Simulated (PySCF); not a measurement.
# C₆ coefficients of unlike pairs at MN15

Calculated with PySCF 2.14 from the dipole response of each species, C₆(A,B) = (3/π) ∫ α_A(iu) α_B(iu) du, in atomic units, from isotropic polarisabilities. For ions this is the dispersion term alone; charge-induced terms of lower order in 1/R come first.

```json
{"species": "Si⁺", "configuration": "[Ne] 3s2 3p1 (2P)", "basis": "aug-cc-pCVTZ-DK with one added diffuse shell each of s, p, d, f type (9s8p6d4f)", "relativity": "spin-free X2C", "α (bohr³)": "19.03", "C₆ (like pair)": "97.12"}
{"species": "Cd⁺", "configuration": "[Kr] 4d10 5s1 (2S)", "basis": "aug-cc-pVDZ-PP with ECP28MDF (5s5p4d2f)", "relativity": "core potential", "α (bohr³)": "24.82", "C₆ (like pair)": "149.5"}
{"species": "Ca²⁺", "configuration": "[Ar] (1S)", "basis": "aug-cc-pwCVQZ-X2C (11s10p8d6f3g)", "relativity": "spin-free X2C", "α (bohr³)": "3.231", "C₆ (like pair)": "10.35"}
{"species": "V²⁺", "configuration": "[Ar] 3d3 (4F)", "basis": "aug-cc-pVDZ (7s6p4d2f)", "relativity": "none", "α (bohr³)": "4.279", "C₆ (like pair)": "12.01"}
```

Task: Estimate C₆ for V²⁺ with Si⁺.

Result: The integral gives 30.26. The combination rule 2 C_A C_B / (C_A α_B/α_A + C_B α_A/α_B) gives 31.00 and the geometric mean 34.15.

No spin-orbit coupling is included.

The other pairs:

```json
{"pair": "Cd⁺, Si⁺", "C₆": "118.9"}
{"pair": "V²⁺, Ca²⁺", "C₆": "11.07"}
{"pair": "Ca²⁺, Si⁺", "C₆": "26.35"}
{"pair": "Ca²⁺, Cd⁺", "C₆": "34.85"}
{"pair": "V²⁺, Cd⁺", "C₆": "39.49"}
```
